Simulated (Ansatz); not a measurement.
System: S2O2 (charge 0, singlet). 
Coordinates optimised at B3LYP-D3(BJ)/def2-TZVP (Ansatz, a quantum-chemistry and plane-wave program):
```
S
O 1 1.4346
O 1 1.4346 2 119.24
S 1 1.8813 2 120.38 3 -180.00
```
Charge 0, spin multiplicity 1.

Quantity: vertical electron affinity (to the doublet state of charge -1; a negative value means that the extra electron is unbound and the number depends on the basis; each state is the SCF solution reached for its spin), in eV. Cores are frozen in the correlated levels unless marked. Open shells are spin-unrestricted. Spin-orbit coupling is left out. No relativistic terms. Anions need diffuse functions: aug- sets have them; def2-D sets add few. CBS marks a two-point X^-3 extrapolation of the correlation energy; Hartree-Fock from the larger set.

| level | program | vertical electron affinity (eV) |
|---|---|---|
| HF/aug-cc-pV(Q+d)Z | Ansatz | 0.93 |
| r2SCAN/def2-TZVPD | Ansatz | 1.00 |
| wB97M-V/def2-TZVPD | Ansatz | 1.06 |
| wB97X-V/def2-TZVPD | Ansatz | 1.17 |
| B2PLYP/def2-TZVPD | Ansatz | 0.90 |
| MP2/aug-cc-pV(D+d)Z | Ansatz | 0.54 |
| RI-MP2/aug-cc-pV(T+d)Z | Ansatz | 0.66 |
| RI-MP2/aug-cc-pV(Q+d)Z | Ansatz | 0.72 |
| RI-MP2/CBS(aug-cc-pV(T+d)Z,aug-cc-pV(Q+d)Z) | Ansatz | 0.76 |
